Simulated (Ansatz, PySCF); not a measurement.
TlI, SMILES [Tl][I].

The structure is a stationary point at B3LYP-D3(BJ)/def2-TZVP. The def2 effective core potentials stand for the cores of I, Tl; spin–orbit coupling is left out.

Vertical ionisation energy (IE) and electron affinity (EA) in eV. Rows of orbital energies are one-electron estimates. Where ΔSCF, EOM or ADC give a negative EA the extra electron is unbound and the value depends on the basis.

```csv
level,IE,EA
"−ε(HOMO), −ε(LUMO), M06-2X/def2-TZVPD (PySCF)",7.78,1.35
"−ε(HOMO), −ε(LUMO), PBE/def2-TZVPD (PySCF)",5.87,2.61
"ΔSCF, PBE0/def2-TZVPD (Ansatz), final states of multiplicity 2 and 2",8.88,0.49
"ΔSCF, PBE/def2-TZVPD (Ansatz), final states of multiplicity 2 and 2",8.87,0.44
```

What vertical singlet–triplet gap does ΔSCF give with PBE0/def2-TZVPD (Ansatz, an electronic-structure program) and with PBE/def2-TZVPD (Ansatz)? (The exact figures need the calculation; the answer reports its results.)

3.47 and 3.53 eV (triplet above singlet where positive).
